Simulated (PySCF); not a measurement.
hydrogen cyanide (CHN), singlet, geometry from GFN2-xTB; BLYP/def2-SVP in PySCF.

Here is a job for PySCF.
```python
from pyscf import gto, scf, dft

mol = gto.M(
    atom='''
C    -0.00000000   -0.00000000   -0.49321914
N     0.00000000    0.00000000    0.64442884
H    -0.00000000   -0.00000000   -1.55168705
''',
    basis='def2-svp',
    verbose=4,
)

mf = dft.RKS(mol)
mf.xc = 'blyp'
mf.kernel()
mf.analyze()
```

Output, abridged:

```
PySCF version 2.14.0

[INPUT] verbose = 4
[INPUT] num. atoms = 3
[INPUT] num. electrons = 14
[INPUT] charge = 0
[INPUT] spin (= nelec alpha-beta = 2S) = 0
[INPUT] symmetry False subgroup None
[INPUT] Mole.unit = angstrom
[INPUT] Symbol           X                Y                Z      unit          X                Y                Z       unit  Magmom
[...]
nuclear repulsion = 24.2227112726258
number of shells = 15
number of NR pGTOs = 55
number of NR cGTOs = 33
basis = def2-svp
ecp = {}

******** <class 'pyscf.dft.rks.RKS'> ********
method = RKS
initial guess = minao
damping factor = 0
level_shift factor = 0
DIIS = <class 'pyscf.scf.diis.CDIIS'>
diis_start_cycle = 1
diis_space = 8
diis_damp = 0
SCF conv_tol = 1e-09
SCF conv_tol_grad = None
SCF max_cycles = 50
direct_scf = True
direct_scf_tol = 1e-13
XC library pyscf.dft.libxc version 7.1.2
    S. Lehtola, C. Steigemann, M. J. T. Oliveira, and M. A. L. Marques,  SoftwareX 7, 1–5 (2018)
XC functionals = blyp
    A. D. Becke,  Phys. Rev. A 38, 3098 (1988)
    C. Lee, W. Yang, and R. G. Parr,  Phys. Rev. B 37, 785 (1988)
    B. Miehlich, A. Savin, H. Stoll, and H. Preuss,  Chem. Phys. Lett. 157, 200 (1989)
radial grids:
    Treutler-Ahlrichs [JCP 102, 346 (1995); DOI:10.1063/1.469408] (M4) radial grids

becke partition: Becke, JCP 88, 2547 (1988); DOI:10.1063/1.454033
pruning grids: <function nwchem_prune>
grids dens level: 3
symmetrized grids: False
atomic radii adjust function: <function treutler_atomic_radii_adjust>
small_rho_cutoff = 0
Set gradient conv threshold to 3.16228e-05
Initial guess from minao.
tot grids = 37832
init E= -93.4470183810989
[...]
cycle= 1 E= -93.2895877028354  delta_E= 0.157  |g|= 0.38  |ddm|= 1.97
[...]
cycle= 2 E= -93.022785388987  delta_E= 0.267  |g|=  1.1  |ddm|= 1.05
[...]
cycle= 3 E= -93.3233128599881  delta_E= -0.301  |g|= 0.121  |ddm|= 0.799
[...]
cycle= 4 E= -93.3269916444683  delta_E= -0.00368  |g|= 0.0107  |ddm|= 0.114
[...]
cycle= 5 E= -93.327021644009  delta_E= -3e-05  |g|= 0.00168  |ddm|= 0.0108
[...]
cycle= 6 E= -93.3270223567839  delta_E= -7.13e-07  |g|= 0.000144  |ddm|= 0.00123
[...]
cycle= 7 E= -93.3270223617399  delta_E= -4.96e-09  |g|= 8.25e-06  |ddm|= 0.000111
[...]
cycle= 8 E= -93.3270223617606  delta_E= -2.07e-11  |g|= 2.14e-06  |ddm|= 1.25e-05
[...]
Extra cycle  E= -93.32702236175  delta_E= 1.06e-11  |g|= 7.22e-06  |ddm|= 6.18e-06
converged SCF energy = -93.32702236175
**** SCF Summaries ****
Total Energy =                         -93.327022361749982
Nuclear Repulsion Energy =              24.222711272625808
One-electron Energy =                 -173.364163379186664
Two-electron Energy =                   55.814429744810880
Two-electron Coulomb Energy =           68.405597351128591
DFT Exchange-Correlation Energy =      -12.591167606317708
HOMO-LUMO gap [eV] =                     8.333603053086279
**** MO energy ****
[...]
 ** Mulliken pop on meta-lowdin orthogonal AOs  **
 ** Mulliken pop  **
[...]
 ** Mulliken atomic charges  **
charge of    0C =     -0.01631
charge of    1N =     -0.14865
charge of    2H =      0.16497
Dipole moment(X, Y, Z, Debye): -0.00000,  0.00000, -2.69783
```
